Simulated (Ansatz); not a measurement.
`C[Si](F)(Cl)[SeH]` + `C1C[SiH2]1` → `[SeH]C1C[SiH2]1` + `C[SiH](F)Cl`  (formal exchange of groups at the Se–Si bond)

Gas-phase electronic energies from Ansatz, PBE0-D4/def2-TZVP geometries. CBS: MP2 limit from def2 TZ/QZ plus the TZ coupled-cluster correction, frozen cores. DFT in def2-TZVPP. B3LYP here is the variant with VWN-RPA as its local correlation; programs differ in this. For Se outer-core shells are correlated without core-valence functions, which leaves a few kJ/mol of doubt a bond. Scalar relativity is left out up to krypton. One conformer a species, not always the lowest.

```tsv
level	ΔE (kJ/mol)	difference from CCSD(T)/CBS
PBE-D4	108.4	3.8
r2SCAN-D4	111.5	6.9
PBE0-D4	109.9	5.3
B3LYP-D4	105.5	0.9
ωB97X-V	104.6	0.0
ωB97M-V	107.2	2.6
B2PLYP	102.7	-1.9
PBE	107.3	2.7
r2SCAN	111.2	6.6
PBE0	108.9	4.3
B3LYP	103.7	-0.9
HF/def2-TZVPP	102.1	-2.5
MP2/def2-TZVPP	101.0	-3.6
SCS-MP2/def2-TZVPP	97.1	-7.5
CCSD/def2-TZVPP	100.3	-4.3
CCSD(T)/def2-TZVPP	100.0	-4.6
HF/def2-QZVPP	101.3	-3.3
MP2/def2-QZVPP	103.4	-1.2
SCS-MP2/def2-QZVPP	99.2	-5.4
HF/CBS(def2)	101.2	-3.4
MP2/CBS(def2)	105.6	1.0
CCSD/CBS(def2)	105.0	0.4
CCSD(T)/CBS	104.6	0
```

Largest T1 diagnostic among the species: 0.011.
